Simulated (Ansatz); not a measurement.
Species: BCl2I, SMILES `ClB(Cl)I` (charge 0, multiplicity 1), formula BCl$_{2}$I.

### Question
How many basis functions does frozen-core CCSD(T)/def2-TZVPP // PBE0-D3(BJ)/def2-TZVP run with Ansatz (a program for electronic structure) use, how many core orbitals are frozen, and how many electrons are correlated?

### Answer
165 basis functions and 15 frozen orbitals, which leaves 34 correlated electrons (filled d shells below the valence shell are correlated). Core time is of the order of minutes.
